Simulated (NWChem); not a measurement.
The numbers come from NWChem runs, not from measurements. System: FGa, charge 0, spin multiplicity 1, at a geometry optimised with B3LYP/def2-SVP. The structure started from a generated list of species. Level: CCSD(T)/def2-TZVP, 10 core orbitals frozen.

Job file:

```
start mol
memory heap 100 mb stack 700 mb global 1900 mb
geometry units angstroms nocenter noautoz
  Ga     0.000000     0.000000    -0.401861
  F      0.000000     0.000000     1.384188
  symmetry group C2v
end
basis spherical
  * library def2-tzvp
end
scf
  rhf
  nopen 0
  maxiter 100
  thresh 1e-7
  semidirect memsize 60000000 filesize 0
end
tce
  freeze core 10
  ccsd(t)
  2eorb
  2emet 13
  thresh 1e-6
  maxiter 100
  tilesize 24
end
task tce energy
```

NWChem printed:

```
             Northwest Computational Chemistry Package (NWChem) 7.3.0
             --------------------------------------------------------

                                NWChem Input Module
                                -------------------

 Scaling coordinates for geometry "geometry" by  1.889725989
 (inverse scale =  0.529177249)

 Turning off AUTOSYM since
 SYMMETRY directive was detected!

                             Geometry "geometry" -> ""
                             -------------------------

 Output coordinates in angstroms (scale by  1.889725989 to convert to a.u.)

  No.       Tag          Charge          X              Y              Z
 ---- ---------------- ---------- -------------- -------------- --------------
    1 Ga                  31.0000     0.00000000     0.00000000    -0.40186100
    2 F                    9.0000     0.00000000     0.00000000     1.38418800

 Effective nuclear repulsion energy (a.u.)      82.6631590012

            Nuclear Dipole moment (a.u.)
            ----------------------------
        X                 Y               Z
 ---------------- ---------------- ----------------
     0.0000000000     0.0000000000     0.0000018897

      Symmetry information
      --------------------

 Group name             C2v
 Group number             16
 Group order               4
 No. of unique centers     2

      Symmetry unique atoms

     1    2


 Summary of "ao basis" -> "" (spherical)
 ------------------------------------------------------------------------------
       Tag                 Description            Shells   Functions and Types
 ---------------- ------------------------------  ------  ---------------------
 *                         def2-tzvp                  on all atoms

 Summary of "ao basis" -> "ao basis" (spherical)
 ------------------------------------------------------------------------------
       Tag                 Description            Shells   Functions and Types
 ---------------- ------------------------------  ------  ---------------------
 Ga                        def2-tzvp                16       48   6s5p4d1f
[...]
      Beta frozen virtuals :     0
         Spin multiplicity : singlet
    Number of AO functions :    79
       Number of AO shells :    27
        Use of symmetry is : on
      Symmetry adaption is : on
         Schwarz screening : 0.10D-09

          Correlation Information
          -----------------------
          Calculation type : Coupled-cluster singles & doubles w/ perturbation
   Perturbative correction : (T)
            Max iterations :      100
        Residual threshold : 0.10D-05
     T(0) DIIS level shift : 0.00D+00
     L(0) DIIS level shift : 0.00D+00
     T(1) DIIS level shift : 0.00D+00
     L(1) DIIS level shift : 0.00D+00
     T(R) DIIS level shift : 0.00D+00
     T(I) DIIS level shift : 0.00D+00
   CC-T/L Amplitude update :  5-th order DIIS
                I/O scheme : Global Array Library
        L-threshold :  0.10D-05
        EOM-threshold :  0.10D-05
 no EOMCCSD initial starts read in
 TCE RESTART OPTIONS
 SLICE:      F
 D4D5:       F
 quantumc:   F
 qrotation:  F
 pwtce:      F
 qducc:      F
 nacto:                         0
 nrotv:                         0
 nrot:                          0

            Memory Information
            ------------------
          Available GA space size is     249030559 doubles
          Available MA space size is     104848796 doubles

 Maximum block size supplied by input
 Maximum block size        24 doubles

 tile_dim =     24

 -------------------------------------------------

 Global array virtual files algorithm will be used

 Parallel file system coherency ......... OK

 4-electron integrals stored in orbital form

 v2    file size   =          1609981
 4-index algorithm nr.  13 is used
 imaxsize =       30
 imaxsize ichop =        0


CCSD iterations
 ---------------------------------------------------------
 Iter          Residuum       Correlation     Cpu    Wall
 ---------------------------------------------------------
    1   0.1794365760359  -0.4515194478599     0.4     0.4
    2   0.0396858147299  -0.4404719580410     0.4     0.4
    3   0.0133684659514  -0.4492580072785     0.4     0.4
    4   0.0067755851512  -0.4491053135174     0.4     0.4
    5   0.0027660741374  -0.4501352327103     0.4     0.4
    6   0.0010529313965  -0.4503210574098     0.5     0.5
    7   0.0005729440495  -0.4503365777272     0.4     0.4
    8   0.0002377907902  -0.4503434186796     0.4     0.4
    9   0.0001824390094  -0.4503469964577     0.4     0.4
   10   0.0000761033684  -0.4503560341868     0.4     0.4
   11   0.0000204255721  -0.4503603846983     0.4     0.4
   12   0.0000117928148  -0.4503588854826     0.4     0.4
   13   0.0000058036136  -0.4503593005751     0.4     0.4
   14   0.0000042343219  -0.4503590892110     0.4     0.4
   15   0.0000020836166  -0.4503591907814     0.4     0.4
   16   0.0000004266669  -0.4503591414987     0.4     0.4
 -----------------------------------------------------------------
 Iterations converged
 CCSD correlation energy / hartree =        -0.450359141498707
 CCSD total energy / hartree       =     -2023.240244530994232

 Singles contributions

 Doubles contributions
 CCSD(T)
 Using plain CCSD(T) code
             total no. of tasks          500
 total no. of tasks / no. procs          500
                         wl_min          343           2.6
                         wl_max      1728000          11.0
        thresh for no. of tasks          500

 CCSD[T]  correction energy / hartree =        -0.018595552252586
 CCSD[T] correlation energy / hartree =        -0.468954693751293
 CCSD[T] total energy / hartree       =     -2023.258840083246923
 CCSD(T)  correction energy / hartree =        -0.016247003266789
 CCSD(T) correlation energy / hartree =        -0.466606144765496
 CCSD(T) total energy / hartree       =     -2023.256491534260931

 Task  times  cpu:       18.7s     wall:       18.7s

 Total times  cpu:       18.7s     wall:       18.7s
```
